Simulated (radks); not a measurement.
Valence configurations of the iridium ion Ir+ (all share [Xe]). Method: Dirac Kohn-Sham, BLYP, spin-unpolarised, spherical densities, finite nucleus; open shells fill j = l - 1/2 first; Fermi nuclear charge, rms radius 5.4032 fm; computed with a radial shooting solver on a logarithmic mesh with Libxc functionals. Energies are relative to 4f14 5d7 6s1; eigenvalues in eV.

| valence | E (eV) | e(4f5/2) | e(4f7/2) | e(5d3/2) | e(5d5/2) | e(6p1/2) |
|---|---|---|---|---|---|---|
| 4f14 5d8 | -0.543 | -68.744 | -65.625 | -13.836 | -12.657 | - |
| 4f14 5d7 6s1 | 0.000 | -71.582 | -68.462 | -15.809 | -14.554 | - |
| 4f14 5d7 6p1 | 5.625 | -72.853 | -69.733 | -16.963 | -15.689 | -8.617 |
| 4f14 5d5 6s1 6p2 | 17.038 | -80.547 | -77.425 | -22.406 | -20.955 | -10.419 |
| 4f13.5 5d7 6s1 6p0.5 | 31.938 | -79.165 | -75.991 | -18.180 | -16.805 | -8.678 |
| 4f13 5d7 6s1 6p1 | 67.355 | -86.994 | -83.764 | -20.653 | -19.159 | -9.369 |
| 4f13 5d6.5 6s1.5 6p1 | 69.312 | -88.732 | -85.502 | -21.842 | -20.306 | -9.699 |
| 4f13 5d6 6s1 6p2 | 78.221 | -91.733 | -88.501 | -24.131 | -22.537 | -10.583 |
| 4f12 5d7 6s1 6p2 | 149.10 | -103.30 | -99.960 | -25.845 | -24.109 | -10.729 |
| 4f11 5d7 6s2 6p2 | 238.66 | -119.23 | -115.77 | -30.269 | -28.303 | -11.550 |

NIST lists [Xe] 4f14 5d7 6s1 as the ground configuration; this level of theory puts 4f14 5d8 lower, by 0.543 eV. The energies are those of spherical spin-averaged densities, not of single terms.
